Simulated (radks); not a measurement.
The numbers below are computed, except where a source is named.
The nuclear charge of the iron ion Fe2+ is varied continuously with 24 electrons held in [Ar] 3d6. Level of theory: scalar-relativistic Kohn-Sham, PBE, spin-polarised, spherical densities, point nucleus; open shells are filled with parallel spins first (a radial shooting solver on a logarithmic mesh with Libxc functionals). By the Hellmann-Feynman theorem dE/dZ = E(electron-nucleus)/Z, the electronic potential at the nucleus. The scalar-relativistic energy here is not variational (the density holds large components alone), so the two differ by a part that grows with Z.

Z      E (hartree)  E(electron-nucleus)/Z (hartree)  HOMO  e(HOMO) (eV)  <r> HOMO (bohr)
25     -1158.16691                         -110.487    3d        -8.545            1.401
25.25  -1185.99382                         -111.957    3d       -11.748            1.306
25.5   -1214.18846                         -113.423    3d       -15.279            1.231
25.75  -1242.75004                         -114.886    3d       -19.117            1.169
26     -1271.67794                         -116.347    3d       -23.245            1.116
26.25  -1300.97168                         -117.806    3d       -27.648            1.070
26.5   -1330.63090                         -119.264    3d       -32.315            1.029
26.75  -1360.65533                         -120.721    3d       -37.236           0.9929
27     -1391.04478                         -122.177    3d       -42.404           0.9600

The central difference of E at Z = 26 is -116.443 hartree, to compare with the third column; the second derivative is -5.85 hartree.
